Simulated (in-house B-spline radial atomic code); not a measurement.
## Ionising Mo3+ with different functionals

Computed with an all-electron radial atomic-structure program (B-spline basis): non-relativistic Hamiltonian, point nucleus, spin-polarised at highest spin, spherical fractional occupations for the functionals, and exact exchange of hybrids averaged over the configuration. The ionisation energy is the difference of two self-consistent energies, [Kr] 4d3 → [Kr] 4d2, without Breit or QED terms; ε is the level of the shell that loses the electron (its least bound occupied spin orbital). There is no spin-orbit coupling in this Hamiltonian.

| method | rung | ΔSCF (eV) | -ε(4d) (eV) |
| --- | --- | --- | --- |
| PBE0 | global hybrid | 40.89 | 36.13 |
| B3LYP | global hybrid | 40.83 | 35.69 |
| TPSSh | global hybrid | 40.80 | 34.97 |
| M06-2X | global hybrid | 40.54 | 37.86 |
| BHandHLYP | global hybrid | 40.62 | 37.66 |
| r2SCAN0 | global hybrid | 40.91 | 36.22 |
| B97-1 | global hybrid | ? | ? |
| HSE06 | range-separated hybrid | 40.87 | 35.70 |
| wB97X | range-separated hybrid | ? | ? |
| CAM-B3LYP | range-separated hybrid | 40.78 | 37.51 |
| LC-wPBE | range-separated hybrid | 40.87 | 39.07 |

Q: What does B97-1 give?

A: ΔSCF 40.65 eV, and -ε(4d) = 35.59 eV.

Q: What does wB97X give?

A: ΔSCF 40.52 eV, and -ε(4d) = 38.42 eV.

Q: Among the functionals, which spreads more, the ΔSCF values or the orbital energies?

A: The orbital energies: ΔSCF values span about 0.39 eV and the orbital energies 4.10 eV; here energy differences depend much less on the functional than eigenvalues do.

Q: How do they compare with the NIST value?

A: NIST lists 40.33 eV ± 0.06 (semi-empirical, ground level to ground level). Errors run from +0.19 to +0.58 eV; wB97X is closest (+0.19 eV), though others lie within the uncertainty of it, and part of that can be cancellation, since the calculations leave out relativity, Breit-QED terms, multiplet and fine-structure energies.
